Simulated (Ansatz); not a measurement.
Ideal-gas functions of B2GeH6 (`B[BH][GeH3]`) at 400 K and 1 bar, from an Ansatz frequency run at PBE0-D4/def2-TZVP.

Molar mass 100.28 g/mol, point group Cs (symmetry number 1), electronic degeneracy 1, moments of inertia 21.518, 137.365, 148.411 u Å². Harmonic wavenumbers (cm⁻¹, unscaled): 72, 82, 317, 342, 438, 517, 531, 761, 797, 818, 873, 897, 949, 976, 1157, 2132, 2139, 2149, 2560, 2624, 2652.

Use S(trans) = R[1.5 ln M + 2.5 ln T − 1.1517]; rotational temperatures θ = 24.2544 K / I; S(rot) = R[ln(√π/σ · √(T³/θAθBθC)) + 1.5]; for each mode x = 1.438777 ν̃/T, S = R[x/(eˣ − 1) − ln(1 − e⁻ˣ)] and H = RT x/(eˣ − 1); 1 cm⁻¹ = 0.0119627 kJ/mol; R = 8.31446 J/(mol·K).

Question: By hand: the entropy, in J/(mol·K).

Answer: Translation 172.4. Rotation: θ = 1.1272, 0.1766, 0.1634 K, giving 106.2. Vibration, mode by mode: 19.57, 18.50, 7.66, 7.10, 5.34, 4.26, 4.09, 2.13, 1.92, 1.81, 1.55, 1.45, 1.24, 1.15, 0.68, 0.03, 0.03, 0.03, 0.01, 0.01, 0.01, in all 78.6. Electronic 0.0. Sum 357.2 J/(mol·K).

Question: By hand: H − E and G − E in kJ/mol, counted from the electronic energy.

Answer: Zero-point energy ½ × 23783 × 0.0119627 = 142.3; thermal vibration 16.5; translation, rotation and pV give 4 RT = 13.3. H − E = 172.1 kJ/mol, and G − E = 172.1 − 400 × 357.2/1000 = 29.2 kJ/mol.

Vibration gives 22 % of the entropy, 38.1 J/(mol·K) of it from the modes under 150 cm⁻¹: soft modes count most, and the harmonic formula is weakest for them.
